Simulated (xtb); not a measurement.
xtb input:

```bash
xtb mol.xyz --gfn 1 --sp --chrg 0 --uhf 0
```
mol.xyz:
```
6

Cl     1.67396132     0.34604040    -0.06080254
C      0.60093478    -0.99847587    -0.02298582
C     -0.72031732    -0.91602633     0.02537229
Cl    -1.61799549     0.55146701     0.05968378
H      1.09109596    -1.96072980    -0.04188706
H     -1.32621992    -1.80988304     0.04658721
```

Q: Predict the final energy.

A: -13.77257 Eh (GFN1-xTB).
